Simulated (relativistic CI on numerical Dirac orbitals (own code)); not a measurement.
Crystal-field levels of Sm4+, 4f4

Calculated by Dirac-Coulomb-Breit CI, separate exchange-only KLI orbitals for each configuration, model QED (radiative potential, 1s self-energy scaled to tabulated hydrogen-like ionisation energies), valence Slater integrals scaled by 0.75, one configuration in a parametric crystal field (own radial code).

Field parameters in Wybourne normalisation. The field is a parameter set, without covalency.

S is read from ⟨S²⟩ = S(S + 1).

Levels (cm⁻¹, degeneracy): 0 (1), 123 (1), 171 (1), 200 (1), 257 (1), 310 (1), 342 (1), 400 (1), 512 (1), 2060 (1), 2105 (1), 2126 (1).

Q: Which field gives this pattern?
A. C2v, B20 = -250, B22 = 320, B40 = 810, B42 = 350, B44 = 180, B60 = 1060, B62 = 130, B64 = 610, B66 = -930 cm⁻¹
B. C2v, B20 = -1120, B22 = -480, B40 = -1040, B42 = -840, B44 = -670, B60 = -700, B62 = 460, B64 = -250, B66 = -280 cm⁻¹
C. C2v, B20 = 780, B22 = -320, B40 = 350, B42 = 810, B44 = -750, B60 = -120, B62 = -150, B64 = 590, B66 = -70 cm⁻¹

A: A. C2v, B20 = -250, B22 = 320, B40 = 810, B42 = 350, B44 = 180, B60 = 1060, B62 = 130, B64 = 610, B66 = -930 cm⁻¹, ground level with S = 1.97.
